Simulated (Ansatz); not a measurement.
Cost and result for the atomization energy of BGeH6NSe (`B[Se][GeH2][NH2]`) (10 atoms, 9 bonds).

```xyz
10

B     0.609   -1.752    0.953
Se    0.874   -1.486   -0.907
Ge   -0.081    0.697   -1.202
N    -0.734    1.482    0.310
H     0.084   -0.929    1.638
H     0.999   -2.788    1.395
H    -1.243    0.535   -2.191
H     1.038    1.590   -1.754
H    -0.039    1.664    1.021
H    -1.506    0.988    0.738
```

The species carries charge 0 and has multiplicity 1. Correlated methods include outer-core shells of Ge, Se, which these sets cover unevenly. Scalar relativity is left out up to krypton. The structure was optimised at the PBE0-D4/def2-TZVP level. It is one conformer, not always the lowest. Program: Ansatz. All runs use 4 threads of an AMD EPYC 7B13 on a shared host. Times are those of one run each, without the atoms' runs, and a repeat can differ threefold. Electronic energies, without spin–orbit coupling; frozen cores. CCSD(T)/CBS adds CCSD(T) − MP2 in def2-TZVPP to the MP2 limit, and its time is that of the two runs behind it. T1 = 0.013. With those shells the extrapolation isn't a true limit. B3LYP takes the VWN-RPA correlation (the form of Gaussian; ORCA's B3LYP/G). HSE06 is the plane-wave form, built on full-range PBE exchange.

CCSD(T)/CBS is a level of theory with its own doubt, some kJ/mol a heavy atom from the limit and from the frozen cores, so smaller differences don't rank the functionals.

```json
{"level": "LDA (SPW92)/def2-TZVPP", "functions": "242", "wall time": "1.6 s"}
{"level": "BLYP-D4/def2-TZVPP", "functions": "242", "wall time": "2.3 s"}
{"level": "HSE06-D4/def2-TZVPP", "functions": "242", "wall time": "4.9 s"}
{"level": "r2SCAN-D4/def2-TZVPP (with forces)", "functions": "242", "wall time": "5.5 s"}
{"level": "PBE0-D4/def2-TZVPP", "functions": "242", "wall time": "5.5 s"}
{"level": "B3LYP-D4/def2-TZVPP (with forces)", "functions": "242", "wall time": "7 s"}
{"level": "r2SCANh-D4/def2-TZVPP", "functions": "242", "wall time": "7 s"}
{"level": "ωB97X-V/def2-TZVPP", "functions": "242", "wall time": "9 s"}
{"level": "B97M-V/def2-TZVPP", "functions": "242", "wall time": "11 s"}
{"level": "CCSD(T)/def2-SVP", "functions": "122", "wall time": "15 s"}
{"level": "MP2/def2-QZVPP", "functions": "472", "wall time": "35 s"}
{"level": "CCSD(T)/def2-TZVPP", "functions": "242", "wall time": "3.9 min"}
{"level": "CCSD(T)/CBS(def2)", "functions": "–", "wall time": "4.5 min"}
```

**Question.** What atomization energy does each give, and how far from CCSD(T)/CBS? (Best estimate.)

**Answer.** Computed: 
| level | atomization (kcal/mol) | difference from CCSD(T)/CBS | per bond |
| --- | --- | --- | --- |
| LDA (SPW92)/def2-TZVPP | 841.5 | 102.0 | 11.3 |
| BLYP-D4/def2-TZVPP | 735.6 | -3.9 | -0.4 |
| HSE06-D4/def2-TZVPP | 735.6 | -3.9 | -0.4 |
| r2SCAN-D4/def2-TZVPP (with forces) | 740.3 | 0.8 | 0.1 |
| PBE0-D4/def2-TZVPP | 735.3 | -4.2 | -0.5 |
| B3LYP-D4/def2-TZVPP (with forces) | 738.5 | -1.0 | -0.1 |
| r2SCANh-D4/def2-TZVPP | 735.8 | -3.7 | -0.4 |
| ωB97X-V/def2-TZVPP | 742.1 | 2.6 | 0.3 |
| B97M-V/def2-TZVPP | 742.1 | 2.6 | 0.3 |
| CCSD(T)/def2-SVP | 686.8 | -52.7 | -5.9 |
| MP2/def2-QZVPP | 735.5 | -4.0 | -0.4 |
| CCSD(T)/def2-TZVPP | 720.8 | -18.7 | -2.1 |
| CCSD(T)/CBS(def2) | 739.5 | 0.0 | 0.0 |

At CCSD(T), def2-SVP lies −52.8 kcal/mol from the extrapolated value and def2-TZVPP −18.7 kcal/mol: correlation converges slowly with the basis, and small sets miss more of it in the bonded molecule than in its fragments. Leaving LDA and LC-ωPBE aside and taking each functional with its dispersion term where it has one, the values, not all of them listed here, spread over 25.0 kcal/mol, from BHLYP-D4 to PBE-D4. LDA lies +100.8 kcal/mol from PBE without D4, its usual overbinding. From BLYP to BHLYP (50 % exact exchange), in def2-TZVPP and without D4, the atomization energy moves by −10.5 kcal/mol: exact exchange takes away binding that semilocal exchange gives to molecules.

For some Ge, Se and Sn compounds the MP2-based and the directly extrapolated limit differ by 10 to 25 kJ/mol.
